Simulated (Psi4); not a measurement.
Intermolecular potential of CH3F ··· BF3 (SMILES CF and FB(F)F). Monomers: optimised at B3LYP-D3(BJ) (def2-TZVP), held rigid. Orientation: a random orientation, not optimised. Only R, the distance of the centres of mass, is varied, so the lowest point isn't the relaxed dimer.

Geometry at R = 4.31 Å (first 5 atoms: monomer A):
```
9

C     -0.0635     0.0064    -0.0198
F      1.2565    -0.1277     0.3924
H     -0.6998     0.0951     0.8616
H     -0.3432    -0.8756    -0.5973
H     -0.1500     0.9018    -0.6368
F     -3.3230    -0.6834     3.9850
B     -2.1583    -0.8206     3.3880
F     -1.2637     0.1409     3.4654
F     -1.8882    -1.9179     2.7138
```

Calculation: SAPT0/jun-cc-pVDZ, frozen core (Psi4).

Components in kJ/mol:

| R / Å | electrostatics | exchange | induction | dispersion | total |
|---|---|---|---|---|---|
| 3.67 | -3.07 | 25.68 | -2.20 | -6.22 | 14.19 |
| 3.94 | 0.04 | 10.97 | -0.94 | -3.81 | 6.25 |
| 4.13 | 0.90 | 5.92 | -0.52 | -2.74 | 3.57 |
| 4.31 | 1.21 | 3.26 | -0.30 | -2.02 | 2.15 |
| 4.50 | 1.26 | 1.71 | -0.18 | -1.48 | 1.32 |
| 4.71 | 1.17 | 0.83 | -0.10 | -1.07 | 0.83 |
| 5.02 | 0.96 | 0.28 | -0.05 | -0.67 | 0.51 |
| 5.30 | 0.78 | 0.10 | -0.03 | -0.46 | 0.40 |
| 5.79 | 0.54 | 0.02 | -0.01 | -0.25 | 0.30 |
| 6.53 | 0.32 | 0.00 | -0.01 | -0.11 | 0.21 |
| 7.54 | 0.17 | 0.00 | 0.00 | -0.04 | 0.13 |
| 8.85 | 0.09 | 0.00 | 0.00 | -0.01 | 0.07 |
